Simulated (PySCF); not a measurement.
**Two-component Hartree-Fock for Pt (platinum, neutral)**

Start: [Xe] 4f14 5d10. Calculated with PySCF 2.14 in x2c-SVPall-2c with one added diffuse shell each of s, d type (8s9p10d2f, 99 functions): generalised Hartree-Fock with the X2C-1e Hamiltonian and a Gaussian nucleus; one run each with spin-orbit coupling (SO) switched off, then screened by Boettger's factors. This is a chosen level, not necessarily the ground level.

```json
{"spinor shell": "1s1/2", "electrons": "2", "ε, spin-free (eV)": "-78823.0", "ε, screened SO (eV)": "-78794.6", "weight of nominal j (screened SO)": "1.000", "rms radius, screened SO (bohr)": "0.0194"}
{"spinor shell": "2s1/2", "electrons": "2", "ε, spin-free (eV)": "-13994.3", "ε, screened SO (eV)": "-13985.5", "weight of nominal j (screened SO)": "1.000", "rms radius, screened SO (bohr)": "0.0782"}
{"spinor shell": "2p1/2", "electrons": "2", "ε, spin-free (eV)": "-12138.7", "ε, screened SO (eV)": "-13382.0", "weight of nominal j (screened SO)": "1.000", "rms radius, screened SO (bohr)": "0.0663"}
{"spinor shell": "2p3/2", "electrons": "4", "ε, spin-free (eV)": "-12138.7", "ε, screened SO (eV)": "-11647.1", "weight of nominal j (screened SO)": "1.000", "rms radius, screened SO (bohr)": "0.0741"}
{"spinor shell": "3s1/2", "electrons": "2", "ε, spin-free (eV)": "-3351.9", "ε, screened SO (eV)": "-3349.1", "weight of nominal j (screened SO)": "1.000", "rms radius, screened SO (bohr)": "0.200"}
{"spinor shell": "3p1/2", "electrons": "2", "ε, spin-free (eV)": "-2802.7", "ε, screened SO (eV)": "-3078.9", "weight of nominal j (screened SO)": "1.000", "rms radius, screened SO (bohr)": "0.191"}
{"spinor shell": "3p3/2", "electrons": "4", "ε, spin-free (eV)": "-2802.7", "ε, screened SO (eV)": "-2691.5", "weight of nominal j (screened SO)": "1.000", "rms radius, screened SO (bohr)": "0.207"}
{"spinor shell": "3d3/2", "electrons": "4", "ε, spin-free (eV)": "-2197.8", "ε, screened SO (eV)": "-2245.3", "weight of nominal j (screened SO)": "1.000", "rms radius, screened SO (bohr)": "0.183"}
{"spinor shell": "3d5/2", "electrons": "6", "ε, spin-free (eV)": "-2197.8", "ε, screened SO (eV)": "-2163.4", "weight of nominal j (screened SO)": "1.000", "rms radius, screened SO (bohr)": "0.186"}
{"spinor shell": "4s1/2", "electrons": "2", "ε, spin-free (eV)": "-753.44", "ε, screened SO (eV)": "-752.69", "weight of nominal j (screened SO)": "1.000", "rms radius, screened SO (bohr)": "0.441"}
{"spinor shell": "4p1/2", "electrons": "2", "ε, spin-free (eV)": "-570.22", "ε, screened SO (eV)": "-636.72", "weight of nominal j (screened SO)": "1.000", "rms radius, screened SO (bohr)": "0.447"}
{"spinor shell": "4p3/2", "electrons": "4", "ε, spin-free (eV)": "-570.22", "ε, screened SO (eV)": "-543.39", "weight of nominal j (screened SO)": "1.000", "rms radius, screened SO (bohr)": "0.480"}
{"spinor shell": "4d3/2", "electrons": "4", "ε, spin-free (eV)": "-342.75", "ε, screened SO (eV)": "-352.82", "weight of nominal j (screened SO)": "1.000", "rms radius, screened SO (bohr)": "0.497"}
{"spinor shell": "4d5/2", "electrons": "6", "ε, spin-free (eV)": "-342.75", "ε, screened SO (eV)": "-335.37", "weight of nominal j (screened SO)": "1.000", "rms radius, screened SO (bohr)": "0.507"}
{"spinor shell": "5s1/2", "electrons": "2", "ε, spin-free (eV)": "-116.88", "ε, screened SO (eV)": "-116.87", "weight of nominal j (screened SO)": "1.000", "rms radius, screened SO (bohr)": "1.03"}
{"spinor shell": "4f5/2", "electrons": "6", "ε, spin-free (eV)": "-87.899", "ε, screened SO (eV)": "-89.599", "weight of nominal j (screened SO)": "1.000", "rms radius, screened SO (bohr)": "0.564"}
{"spinor shell": "4f7/2", "electrons": "8", "ε, spin-free (eV)": "-87.899", "ε, screened SO (eV)": "-86.177", "weight of nominal j (screened SO)": "1.000", "rms radius, screened SO (bohr)": "0.567"}
{"spinor shell": "5p1/2", "electrons": "2", "ε, spin-free (eV)": "-66.837", "ε, screened SO (eV)": "-77.498", "weight of nominal j (screened SO)": "1.000", "rms radius, screened SO (bohr)": "1.16"}
{"spinor shell": "5p3/2", "electrons": "4", "ε, spin-free (eV)": "-66.837", "ε, screened SO (eV)": "-62.528", "weight of nominal j (screened SO)": "1.000", "rms radius, screened SO (bohr)": "1.20"}
{"spinor shell": "5d3/2", "electrons": "4", "ε, spin-free (eV)": "-8.769", "ε, screened SO (eV)": "-9.824", "weight of nominal j (screened SO)": "1.000", "rms radius, screened SO (bohr)": "1.84"}
{"spinor shell": "5d5/2", "electrons": "6", "ε, spin-free (eV)": "-8.769", "ε, screened SO (eV)": "-8.166", "weight of nominal j (screened SO)": "1.000", "rms radius, screened SO (bohr)": "1.98"}
```

```json
{"quantity": "E (hartree)", "spin-free": "-18398.68550", "screened SO": "-18425.41868"}
{"quantity": "M_J", "spin-free": "0", "screened SO": "0"}
{"quantity": "⟨J²⟩", "spin-free": "0.000", "screened SO": "0.000"}
{"quantity": "⟨L²⟩", "spin-free": "0.000", "screened SO": "0.146"}
{"quantity": "⟨S²⟩", "spin-free": "0.000", "screened SO": "0.146"}
```

Breit and QED terms are absent; they matter most for the inner s and p1/2 levels.

Densities and radii are taken from the X2C orbitals without a picture-change correction, which distorts them close to the nucleus.

Without spin-orbit coupling the j labels of p, d and f shells carry no meaning; the spin-free column gives the mean over the occupied spinors of each nl shell.
